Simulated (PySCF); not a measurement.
# How methods differ on the ionisation energy of B⁴⁺

B⁴⁺ 1s1 (2S) → B⁵⁺ (bare nucleus), as a difference of total energies. All numbers are calculated (PySCF 2.14, the spin-free X2C one-electron Hamiltonian (Gaussian nucleus), in an even-tempered Gaussian basis (17 s from 0.81 bohr⁻², ratio 2.2; 7 p from 1.3 bohr⁻², ratio 2.4; 4 d from 4 bohr⁻², ratio 2.4; 3 f from 6 bohr⁻², ratio 2.4; 3 g from 8.9 bohr⁻², ratio 2.4)). The calculations carry no spin-orbit coupling.

```csv
method,ionisation energy (eV)
UHF,340.26
LDA,335.34
PBE,339.56
PBE0,339.77
r2SCAN,340.26
B97-3,340.18
BLYP,339.90
```

For comparison: 340.23 eV (theoretical estimate listed by NIST; NIST Atomic Spectra Database, ionization energies).
